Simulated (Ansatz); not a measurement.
Reaction (ligand exchange at a B–C bond): `C=NBC[SiH3]` + H₂Se → `C=NB[SeH]` + `C[SiH3]`

Calculated with Ansatz (gas phase, PBE0-D4/def2-TZVP geometries, no zero-point term in ΔE). CCSD(T)/CBS is the MP2 limit (def2-TZVPP, def2-QZVPP) plus CCSD(T) − MP2 in def2-TZVPP, frozen cores. This one scheme is used for every species. Functionals use def2-TZVPP. For Se outer-core shells are correlated without core-valence functions, which leaves a few kJ/mol of doubt a bond. Scalar relativity is left out up to krypton. One conformer a species, not always the lowest.

```tsv
level	ΔE (kcal/mol)
r2SCANh-D4	-12.5
revPBE	-13.2
BLYP	-12.8
SCS-MP2/def2-TZVPP	-12.8
```

Q: What does CCSD(T)/CBS give? (Best estimate.)

A: The calculation gave: -12.2 kcal/mol. The listed levels differ from it by -0.3, -1.0, -0.6, -0.6 kcal/mol.

Largest T1 diagnostic among the species: 0.014.

At CCSD(T), def2-SVP lies +1.5 kcal/mol from the extrapolated value and def2-TZVPP +0.3 kcal/mol. Leaving LDA and LC-ωPBE aside and taking each functional with its dispersion term where it has one, the values, not all of them listed here, spread over 1.4 kcal/mol, from PBE-QIDH to ωB97M-V. LDA lies +1.5 kcal/mol from PBE without D4.
